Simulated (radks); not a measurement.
Question: The tungsten ion W3+, 71 electrons, occupied as [Xe] 4f12.5 5d4.5 (fractional occupations, a model configuration). Method: Dirac Kohn-Sham, PBE, spin-unpolarised, spherical densities, finite nucleus; open shells fill j = l - 1/2 first; Fermi nuclear charge, rms radius 5.3658 fm; computed with a radial shooting solver on a logarithmic mesh with Libxc functionals.

Spin-orbit splittings of the eigenvalues, e(l+1/2) - e(l-1/2), with zeta = 2 splitting/(2l+1) and mean radii in bohr:

shell  occ.  splitting (eV)  zeta (eV)  <r> j=l-1/2  <r> j=l+1/2
2p        6            1352      901.7      0.06366      0.07162
3p        6           292.4      194.9       0.1906       0.2053
3d       10           63.56      25.42       0.1797       0.1842
4p        6           68.34      45.56       0.4531       0.4858
4d       10           12.68      5.074       0.5011       0.5121
4f     12.5           2.378     0.6794       0.5779       0.5858
5p        6               ?          ?        1.138        1.231
5d      4.5           1.115     0.4460        1.641        1.685

Estimate the 5p splitting.

Answer: 10.78 eV (zeta = 7.186 eV).
